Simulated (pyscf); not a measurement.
## H₃C–Ga(NH₂)–NH₂ (SMILES [CH3][Ga]([NH2])[NH2]), singlet

Gas-phase minimum from PySCF at ωB97X-D3(BJ)/def2-SVP, one conformer. 

```
Ga
N 1 1.8200
H 2 1.0123 1 123.78
H 2 1.0126 3 111.37 1 179.42
N 1 1.8202 2 116.00 3 -179.59
H 5 1.0123 1 123.82 2 179.52
H 5 1.0126 6 111.38 1 -179.92
C 1 1.9590 2 122.02 3 0.84
H 8 1.1008 1 111.42 2 -26.28
H 8 1.1010 9 108.37 1 122.79
H 8 1.1022 9 107.75 10 116.23
```
Charge 0, spin multiplicity 1.

Properties at ωB97X-D3(BJ)/def2-SVP:

```yaml
harmonic_wavenumbers_unscaled: 28, 151, 157, 164, 179, 237, 297, 387, 585, 640, 705, 719, 724, 754, 771, 1246, 1445, 1448, 1531, 1543, 3070, 3167, 3178, 3637, 3638, 3737, 3738 cm⁻¹
zero_point_energy: 54.1 kcal/mol
rotational_symmetry_number: 1
Entropy of this conformer at 298 K and 1 atm, rigid rotor and harmonic oscillator, modes under 100 cm⁻¹ raised to 100: 360.2 J/(mol K)
dipole_moment: 0.38 D
```

Single-point totals, which compare only within one level:

| level | total energy (hartree) |
|---|---|
| ωB97X-D3(BJ)/def2-TZVP | -2076.81829 |
| PBE/def2-TZVP | -2076.29998 |
| r²SCAN/def2-TZVP | -2076.69015 |
| B3LYP-D3(BJ)/def2-TZVP | -2076.85754 |
| PBE0-D3(BJ)/def2-TZVP | -2076.36089 |
| M06-2X/def2-TZVP | -2076.71708 |
| ωB97M-D3(BJ)/def2-TZVP | -2076.85432 |

The lowest mode is so soft that the shape along it may change with the basis. Soft torsions are taken as harmonic, which can shift the entropy by several J/(mol K). Elements up to Kr have no core potential and no relativistic terms here.
